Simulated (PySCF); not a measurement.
A structure optimised at PBE-D3(BJ)/def2-SVP, used in a PySCF frequency run:

```
C
C 1 1.5095
F 2 1.3580 1 118.88
H 2 1.1043 3 112.93 1 -143.28
C 1 1.5118 2 60.06 4 -110.17
H 5 1.1009 1 118.39 2 108.98
H 5 1.1013 6 116.04 1 -144.01
Cl 1 1.7633 2 117.73 4 141.28
Cl 1 1.7725 2 117.66 4 -1.88
```
Charge 0, spin multiplicity 1.

Q: Write its SMILES and formula.

A: F[C@@H]1CC1(Cl)Cl, C₃H₃Cl₂F

Q: What are its rotational constants (standard atomic weights)?

A: 2.8635, 1.9562, 1.3927 GHz
